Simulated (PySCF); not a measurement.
# Bi²⁺ (bismuth, charge +2) across methods

[Xe] 4f14 5d10 6s1 6p2, high-spin 4P determinant (an excited configuration). Computed with PySCF 2.14 in aug-cc-pVQZ-PP with ECP60MDF, with a scalar-relativistic core potential.

```json
{"method": "PBE", "E (hartree)": "-213.3767", "mean ε 5d β (eV)": "-45.568", "mean ε 6s α (eV)": "-32.596", "mean ε 6p α (eV)": "-20.928", "Σ⟨r²⟩ (bohr²)": "44.59", "⟨S²⟩": "3.752"}
{"method": "B3LYP", "E (hartree)": "-213.4246", "mean ε 5d β (eV)": "-47.598", "mean ε 6s α (eV)": "-33.853", "mean ε 6p α (eV)": "-21.762", "Σ⟨r²⟩ (bohr²)": "44.60", "⟨S²⟩": "3.751"}
{"method": "r2SCAN", "E (hartree)": "-213.4638", "mean ε 5d β (eV)": "-46.274", "mean ε 6s α (eV)": "-33.270", "mean ε 6p α (eV)": "-21.336", "Σ⟨r²⟩ (bohr²)": "44.38", "⟨S²⟩": "3.754"}
{"method": "PBE0", "E (hartree)": "-213.3679", "mean ε 5d β (eV)": "-48.047", "mean ε 6s α (eV)": "-34.311", "mean ε 6p α (eV)": "-22.107", "Σ⟨r²⟩ (bohr²)": "44.51", "⟨S²⟩": "3.752"}
{"method": "wB97M-V", "E (hartree)": "-213.3083", "mean ε 5d β (eV)": "-50.652", "mean ε 6s α (eV)": "-36.838", "mean ε 6p α (eV)": "-24.366", "Σ⟨r²⟩ (bohr²)": "44.58", "⟨S²⟩": "3.752"}
{"method": "LDA", "E (hartree)": "-213.0381", "mean ε 5d β (eV)": "-45.668", "mean ε 6s α (eV)": "-32.877", "mean ε 6p α (eV)": "-21.049", "Σ⟨r²⟩ (bohr²)": "44.65", "⟨S²⟩": "3.751"}
{"method": "UHF", "E (hartree)": "-212.44432", "mean ε 5d β (eV)": "-54.327", "mean ε 6s α (eV)": "-38.494", "mean ε 6p α (eV)": "-25.034", "Σ⟨r²⟩ (bohr²)": "44.82", "⟨S²⟩": "3.755"}
{"method": "LC-wPBE", "E (hartree)": "-213.4065", "mean ε 5d β (eV)": "-50.669", "mean ε 6s α (eV)": "-37.608", "mean ε 6p α (eV)": "-24.854", "Σ⟨r²⟩ (bohr²)": "44.40", "⟨S²⟩": "3.752"}
{"method": "CAM-B3LYP", "E (hartree)": "-213.3283", "mean ε 5d β (eV)": "-49.490", "mean ε 6s α (eV)": "-35.803", "mean ε 6p α (eV)": "-23.326", "Σ⟨r²⟩ (bohr²)": "44.60", "⟨S²⟩": "3.751"}
```

Energies and moments cover only the electrons outside the core potential. Spin-orbit coupling is strong in this species (close to jj coupling), so the high-spin LS determinant is a model state, not a physical level.
